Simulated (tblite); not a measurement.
Isomers of C8H10P2. Computed values, GFN2-xTB/tblite, gas phase, harmonic and unscaled. This tight-binding method is rough: wavenumbers can miss measured ones by several per cent, in bad cases by 10 to 20. Modes of hydrogen on phosphorus can be 10 to 20 % off. One conformer each.

Electronic energies: GFN2-xTB at the same geometries; isomer energies are rough at this level and their order can be wrong.

```json
{"SMILES": "Cc1cpc(C2CC2)pc1", "electronic energy, lowest = 0 (kJ/mol)": "204.1"}
{"SMILES": "Cc1pccpc1C1CC1", "electronic energy, lowest = 0 (kJ/mol)": "214.6"}
{"SMILES": "PP1Cc2ccccc2C1", "electronic energy, lowest = 0 (kJ/mol)": "0.0"}
```

**Question.** How do GFN2-xTB zero-point energies change the relative energies?

**Answer.** 
```csv
SMILES,ZPE (kJ/mol),of it from modes above 1550 cm⁻¹,electronic (kJ/mol),"with ZPE, lowest = 0 (kJ/mol)",lowest mode (cm⁻¹),rings
PP1Cc2ccccc2C1,395.5,190.3,0.0,0.0,52,2
Cc1cpc(C2CC2)pc1,405.4,181.9,204.1,213.9,8,2
Cc1pccpc1C1CC1,406.0,181.6,214.6,225.0,50,2
```

The zero-point energies span 10.5 kJ/mol, from `PP1Cc2ccccc2C1` to `Cc1pccpc1C1CC1`. The order is unchanged.
